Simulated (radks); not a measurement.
Question: Neutral copper, [Ar] 3d10 4s1. Method: non-relativistic Kohn-Sham, exchange-only PBE, spin-polarised, spherical densities, point nucleus; computed with a radial shooting solver on a logarithmic mesh with Libxc functionals. Every spin shell is full or empty, so the densities are truly spherical. Functionals are evaluated on that one density, not self-consistently. Rank these orbital-free kinetic functionals by their error against the exact value of the orbitals, and give that value: Thomas-Fermi, von Weizsacker, TF + vW, TF + vW/9, TF + vW/5, LC94, revAPBEK, Thakkar, LKT, PG1, DePristo-Kress, Ernzerhof.

Answer: Exact: 1638.96 hartree. From best to worst, with 100 (|E| - |E exact|)/|E exact| (equal figures are ties): LC94 -0.15, revAPBEK +0.19, DePristo-Kress -0.23, Ernzerhof -0.52, Thakkar -0.58, TF + vW/9 -0.91, TF + vW/5 +3.53, Thomas-Fermi -6.46, PG1 +18.72, LKT +23.63, TF + vW +43.48, von Weizsacker -50.06.
